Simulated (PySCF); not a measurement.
## Dipole response of Sn²⁺ (tin, charge +2)

[Kr] 4d10 5s2, closed-shell 1S. All numbers are calculated (PySCF 2.14, scalar relativity through the core potential, in aug-cc-pVQZ-PP with ECP28MDF (7s7p5d3f2g, 92 functions)). Coupled (time-dependent) response in atomic units; α is the mean over directions.

| method | mean α (bohr³) | C₆ (like pair) | S(−4) |
| --- | --- | --- | --- |
| wB97M-V | 15.98 | 86.81 | 106.0 |

S(−4) is the Cauchy moment in α(ω) = α(0) + S(−4) ω² + …

α(iu) at wB97M-V:

```
u (hartree)  α(iu) (bohr³)
          0          15.98
     0.0500          15.72
      0.100          15.00
      0.200          12.74
      0.300          10.34
      0.500          6.849
      0.750          4.552
       1.00          3.344
       1.50          2.127
       2.00          1.508
       3.00         0.8754
       5.00         0.3922
```

For an ion, C₆ is the dispersion term alone; charge-induced terms of lower order in 1/R come first.

Energies and moments cover only the electrons outside the core potential.
